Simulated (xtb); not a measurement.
F₄OW, charge +1, doublet, from a rough starting geometry (GFN-xTB shapes and energies of metal compounds can be far from the true ones) (the multiplicity is a formal guess); xtb 6.7.1 with GFN2-xTB.

Input for xtb:
```
$ xtb mol.xyz --gfn 2 --chrg 1 --uhf 1 --opt vtight --json

# file mol.xyz
6

W      0.08186063    -0.09233488     0.08335486
O      1.17534154    -0.70363598     1.14055577
F     -1.09827053     0.64557949    -1.12444158
F      0.04797093     1.68058314     0.81269713
F      1.06518825    -0.27996314    -1.49325214
F     -1.28751091    -1.23044180     0.48027940
```

It wrote (shortened):

```
   ID    Z sym.   atoms
    1   74 W      1
    2    8 O      2
    3    9 F      3-6

           -------------------------------------------------
          |                Calculation Setup                |
           -------------------------------------------------

           -------------------------------------------------
          |                 G F N 2 - x T B                 |
           -------------------------------------------------

          ...................................................
          :                      SETUP                      :
          :.................................................:
          :  # basis functions                  30          :
          :  # atomic orbitals                  29          :
          :  # shells                           13          :
          :  # electrons                        39          :
          :  max. iterations                   250          :
          :  Hamiltonian                  GFN2-xTB          :
          :  restarted?                      false          :
          :  GBSA solvation                  false          :
          :  PC potential                    false          :
          :  electronic temp.          300.0000000     K    :
          :  accuracy                    1.0000000          :
          :  -> integral cutoff          0.2500000E+02      :
          :  -> integral neglect         0.1000000E-07      :
          :  -> SCF convergence          0.1000000E-05 Eh   :
          :  -> wf. convergence          0.1000000E-03 e    :
          :  Broyden damping             0.4000000          :
          :  net charge                          1          :
          :  unpaired electrons                  1          :
          ...................................................

 iter      E             dE          RMSdq      gap      omega  full diag
   1    -16.6700274 -0.166700E+02  0.231E+01    1.53       0.0  T
   2    -18.3585158 -0.168849E+01  0.278E+01   17.68       1.0  T
   3    -22.7377598 -0.437924E+01  0.187E+01    9.54       1.0  T
   4    -23.1451738 -0.407414E+00  0.165E+01    8.71       1.0  T
   5    -22.9713112  0.173863E+00  0.172E+01    8.77       1.0  T
   6    -22.7897863  0.181525E+00  0.178E+01    8.89       1.0  T
   7    -22.9396922 -0.149906E+00  0.173E+01    8.49       1.0  T
   8    -23.2785612 -0.338869E+00  0.156E+01    8.31       1.0  T
   9    -24.2947605 -0.101620E+01  0.114E+01    6.42       1.0  T
  10    -24.8206413 -0.525881E+00  0.776E+00    5.55       1.0  T
  11    -24.7614834  0.591579E-01  0.696E+00    2.79       1.0  T
  12    -24.9538927 -0.192409E+00  0.576E+00    3.40       1.0  T
  13    -24.9324450  0.214477E-01  0.561E+00    3.29       1.0  T
  14    -24.9472841 -0.148391E-01  0.600E+00    3.90       1.0  T
  15    -25.0421899 -0.949058E-01  0.387E+00    5.67       1.0  T
  16    -24.8457672  0.196423E+00  0.620E+00    6.51       1.0  T
  17    -25.0086544 -0.162887E+00  0.446E+00    6.36       1.0  T
  18    -24.9340005  0.746539E-01  0.539E+00    6.57       1.0  T
  19    -24.9259016  0.809887E-02  0.549E+00    6.45       1.0  T
  20    -24.9426786 -0.167770E-01  0.528E+00    6.41       1.0  T
  21    -25.0429837 -0.100305E+00  0.366E+00    6.13       1.0  T
  22    -25.0349023  0.808139E-02  0.376E+00    6.22       1.0  T
  23    -24.9539793  0.809230E-01  0.407E+00    6.44       1.0  T
  24    -25.1185676 -0.164588E+00  0.984E-01    6.06       1.0  T
  25    -25.1123816  0.618595E-02  0.171E+00    5.76       1.0  T
  26    -25.1060779  0.630378E-02  0.180E+00    5.81       1.0  T
  27    -24.9727013  0.133377E+00  0.395E+00    5.90       1.0  T
  28    -24.9768371 -0.413578E-02  0.387E+00    5.92       1.0  T
  29    -24.9802223 -0.338528E-02  0.379E+00    5.91       1.0  T
  30    -24.9746045  0.561781E-02  0.384E+00    5.93       1.0  T
  31    -25.1143223 -0.139718E+00  0.138E+00    6.24       1.0  T
  32    -25.0256800  0.886424E-01  0.318E+00    6.37       1.0  T
  33    -24.9974586  0.282213E-01  0.353E+00    6.37       1.0  T
  34    -24.9970766  0.382091E-03  0.354E+00    6.36       1.0  T
  35    -25.1139788 -0.116902E+00  0.133E+00    6.20       1.0  T
  36    -25.1022842  0.116946E-01  0.220E+00    5.82       1.0  T
  37    -25.0916987  0.105856E-01  0.200E+00    5.87       1.0  T
  38    -25.0879202  0.377849E-02  0.209E+00    5.86       1.0  T
  39    -25.1196127 -0.316926E-01  0.118E+00    5.92       1.0  T
  40    -25.0496395  0.699732E-01  0.273E+00    6.01       1.0  T
  41    -25.1141159 -0.644763E-01  0.980E-01    6.14       1.0  T
  42    -25.0987846  0.153313E-01  0.158E+00    6.14       1.0  T
  43    -25.1084311 -0.964647E-02  0.123E+00    6.15       1.0  T
  44    -25.1067284  0.170269E-02  0.131E+00    6.15       1.0  T
  45    -25.1176963 -0.109680E-01  0.735E-01    6.19       1.0  T
  46    -25.1205256 -0.282928E-02  0.606E-01    6.14       1.0  T
  47    -25.1179049  0.262066E-02  0.815E-01    6.19       1.0  T
  48    -25.1130554  0.484959E-02  0.144E+00    6.04       1.0  T
  49    -25.1097880  0.326732E-02  0.160E+00    6.01       1.0  T
  50    -25.1082976  0.149045E-02  0.163E+00    6.01       1.0  T
  51    -25.1087357 -0.438138E-03  0.151E+00    6.03       1.0  T
  52    -25.1131827 -0.444695E-02  0.123E+00    6.07       1.0  T
  53    -25.1138102 -0.627515E-03  0.119E+00    6.07       1.0  T
  54    -25.1193498 -0.553965E-02  0.703E-01    6.11       1.0  T
  55    -25.1195541 -0.204286E-03  0.668E-01    6.11       1.0  T
  56    -25.1191648  0.389322E-03  0.700E-01    6.11       1.0  T
  57    -25.1189107  0.254110E-03  0.732E-01    6.11       1.0  T
  58    -25.1195731 -0.662431E-03  0.656E-01    6.12       1.0  T
  59    -25.1198367 -0.263606E-03  0.627E-01    6.13       1.0  T
  60    -25.1199847 -0.147964E-03  0.609E-01    6.13       1.0  T
  61    -25.1205060 -0.521275E-03  0.543E-01    6.14       1.0  T
  62    -25.1210418 -0.535845E-03  0.451E-01    6.15       1.0  T
[...]
 * total energy  :   -25.1013518 Eh     change       -0.1859191E-04 Eh
 * total energy  :   -25.1013670 Eh     change       -0.1525958E-04 Eh
 * total energy  :   -25.1013794 Eh     change       -0.1240916E-04 Eh
 * total energy  :   -25.1013980 Eh     change       -0.1861534E-04 Eh
 * total energy  :   -25.1014030 Eh     change       -0.4952384E-05 Eh
 * total energy  :   -25.1014246 Eh     change       -0.2158223E-04 Eh
 * total energy  :   -25.1014313 Eh     change       -0.6682312E-05 Eh
 * total energy  :   -25.1014368 Eh     change       -0.5531820E-05 Eh
 * total energy  :   -25.1014390 Eh     change       -0.2209496E-05 Eh
 * total energy  :   -25.1014405 Eh     change       -0.1487326E-05 Eh
 * total energy  :   -25.1014416 Eh     change       -0.1102504E-05 Eh
 * total energy  :   -25.1014419 Eh     change       -0.2833261E-06 Eh
 * total energy  :   -25.1014419 Eh     change       -0.1211461E-07 Eh
   *** GEOMETRY OPTIMIZATION CONVERGED AFTER 44 ITERATIONS ***
[...]
          :  unpaired electrons                  1          :
          ...................................................

 iter      E             dE          RMSdq      gap      omega  full diag
   1    -25.1322388 -0.251322E+02  0.469E-04    6.63       0.0  T
   2    -25.1322388  0.957961E-09  0.106E-03    6.63      38.6  T
   3    -25.1322388 -0.110804E-08  0.320E-04    6.63     127.6  T
   4    -25.1322388  0.290967E-10  0.346E-04    6.63     118.0  T

   *** convergence criteria satisfied after 4 iterations ***

         :::::::::::::::::::::::::::::::::::::::::::::::::::::
         ::                     SUMMARY                     ::
         :::::::::::::::::::::::::::::::::::::::::::::::::::::
         :: total energy             -25.101441879369 Eh    ::
         :: gradient norm              0.000049696518 Eh/a0 ::
         :: HOMO-LUMO gap              6.633116868670 eV    ::
         ::.................................................::
         :: SCC energy               -25.132237927778 Eh    ::
         :: -> isotropic ES           -0.139888272074 Eh    ::
         :: -> anisotropic ES         -0.000404737669 Eh    ::
         :: -> anisotropic XC         -0.000269744196 Eh    ::
         :: -> dispersion             -0.003148553895 Eh    ::
         :: repulsion energy           0.030796048409 Eh    ::
         :: add. restraining           0.000000000000 Eh    ::
         :: total charge               1.000000000000 e     ::
         :::::::::::::::::::::::::::::::::::::::::::::::::::::

           -------------------------------------------------
          |                Property Printout                |
           -------------------------------------------------

    * Orbital Energies and Occupations

         #    Occupation            Energy/Eh            Energy/eV
      -------------------------------------------------------------
         1        2.0000           -1.2355165             -33.6201
       ...           ...                  ...                  ...
         8        2.0000           -0.8200206             -22.3139
         9        2.0000           -0.8198941             -22.3105
        10        2.0000           -0.8120822             -22.0979
        11        2.0000           -0.8082723             -21.9942
        12        2.0000           -0.8082630             -21.9940
        13        2.0000           -0.8034687             -21.8635
        14        2.0000           -0.8000700             -21.7710
        15        2.0000           -0.8000528             -21.7705
        16        2.0000           -0.7962522             -21.6671
        17        1.9973           -0.7923312             -21.5604
        18        1.9911           -0.7911771             -21.5290
        19        1.5121           -0.7867507             -21.4086
        20        1.4995           -0.7867027             -21.4073 (HOMO)
        21                         -0.5429401             -14.7742 (LUMO)
        22                         -0.4999092             -13.6032
        23                         -0.4998278             -13.6010
        24                         -0.4966896             -13.5156
        25                         -0.1861362              -5.0650
        26                         -0.1844028              -5.0179
        27                          0.0946424               2.5753
        28                          0.0947789               2.5791
        29                          0.1625044               4.4220
      -------------------------------------------------------------
                  HL-Gap            0.2437626 Eh            6.6331 eV
             Fermi-level           -0.7257630 Eh          -19.7490 eV

     #   Z          covCN         q      C6AA      α(0)
     1  74 W        3.868     1.867   311.701    38.939
     2   8 O        0.830    -0.145    17.206     5.561
     3   9 F        0.760    -0.181    11.039     3.924
     4   9 F        0.760    -0.181    11.039     3.924
     5   9 F        0.760    -0.181    11.040     3.924
     6   9 F        0.760    -0.181    11.039     3.924

 Mol. C6AA /au·bohr⁶  :       1170.738127
 Mol. C8AA /au·bohr⁸  :      85397.114872
 Mol. α(0) /au        :         60.196918

Wiberg/Mayer (AO) data.
largest (>0.10) Wiberg bond orders for each atom

 ---------------------------------------------------------------------------
     #   Z sym  total        # sym  WBO       # sym  WBO       # sym  WBO
 ---------------------------------------------------------------------------
     1  74 W    5.460 --     2 O    1.530     5 F    0.983     3 F    0.982
                             4 F    0.982     6 F    0.982
     2   8 O    1.899 --     1 W    1.530
     3   9 F    1.279 --     1 W    0.982
     4   9 F    1.279 --     1 W    0.982
     5   9 F    1.280 --     1 W    0.983
     6   9 F    1.279 --     1 W    0.982
 ---------------------------------------------------------------------------

Topologies differ in total number of bonds
Writing topology from bond orders to xtbtopo.mol

molecular dipole:
                 x           y           z       tot (Debye)
 q only:        0.140      -0.116       0.423
   full:        0.049      -0.039       0.137       0.382
molecular quadrupole (traceless):
                xx          xy          yy          xz          yz          zz
 q only:       -0.568      -0.173      -0.635       0.633      -0.531       1.203
  q+dip:       -0.657      -0.198      -0.732       0.727      -0.612       1.389
   full:       -0.510      -0.151      -0.564       0.564      -0.474       1.074

optimized geometry written to: xtbopt.xyz

           -------------------------------------------------
          | TOTAL ENERGY              -25.101441879369 Eh   |
          | GRADIENT NORM               0.000049696518 Eh/α |
          | HOMO-LUMO GAP               6.633116868670 eV   |
           -------------------------------------------------

normal termination of xtb
```
